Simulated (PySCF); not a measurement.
Match each property card to its molecule.

Structures:
1. `CC#C[SiH2]N([SiH3])[SiH2]N`
2. `C=C(C)[SiH2][Si@H](OC)O[SiH3]`
3. `CC(=O)OCC/C=C\Cl`

Card P (geometry GFN2-xTB):
* Rotational constants A, B, C: 4.334, 0.489, 0.468 GHz
* Isotropic shieldings of nuclei other than C and H, by class (GIAO PBE0/pcSseg-1): -115 (1 O), 130 (1 O), 773 (1 Cl) ppm
* HOMO energy (PBE0/pcSseg-1): -7.35 eV
* Point group: C1

Card Q (geometry GFN2-xTB):
* Rotational constants A, B, C: 1.578, 0.710, 0.586 GHz
* HOMO energy (PBE0/pcSseg-1): -7.16 eV
* Point group: C1
* Isotropic shieldings of nuclei other than C and H, by class (GIAO PBE0/pcSseg-1): 245 (1 N), 258 (1 N), 371 (1 Si), 394 (1 Si), 405 (1 Si) ppm
* 13C chemical shifts (computed TMS as zero) by class (GIAO PBE0/pcSseg-1): 113.7 (1 C), 88.8 (1 C), 5.9 (1 C) ppm
* Dipole moment (PBE0/pcSseg-1): 2.59 D

Card R (geometry GFN2-xTB):
- Rotational constants A, B, C: 1.561, 0.512, 0.416 GHz
- 13C chemical shifts (computed TMS as zero) by class (GIAO PBE0/pcSseg-1): 148.5 (1 C), 135.5 (1 C), 53.0 (1 C), 29.2 (1 C) ppm
- HOMO energy (PBE0/pcSseg-1): -7.26 eV
- Isotropic shieldings of nuclei other than C and H, by class (GIAO PBE0/pcSseg-1): 289 (1 O), 292 (1 O), 366 (1 Si), 394 (1 Si), 420 (1 Si) ppm

Each SMILES stands for a single optimised conformer of the isolated species, non-relativistic unless stated. Electronic properties by PySCF. NMR classes are plain means over equivalent atoms (diastereotopic ones count apart unless rotation or inversion swaps them), as if these changed places fast.

Task: Which card belongs to which structure?

Result: P = 3, Q = 1, R = 2. What ties each card to its structure:
- 1 (card Q), C3H12N2Si3, monoisotopic mass 160.0 u, 8 heavy atoms: 3 C in 3 classes; the least shielded carbon (113.7 ppm) is an alkyne carbon; an asymmetric top with C = 0.586 GHz, the highest such constant on the cards; dipole 2.59 D.
- 2 (card R), C4H14O2Si3, monoisotopic mass 178.0 u, 9 heavy atoms: 4 C in 4 classes; the least shielded carbon (148.5 ppm) is a fully substituted alkene carbon; an asymmetric top with C = 0.416 GHz, the lowest such constant on the cards.
- 3 (card P), C6H9ClO2, monoisotopic mass 148.0 u, 9 heavy atoms: an asymmetric top with C = 0.468 GHz.
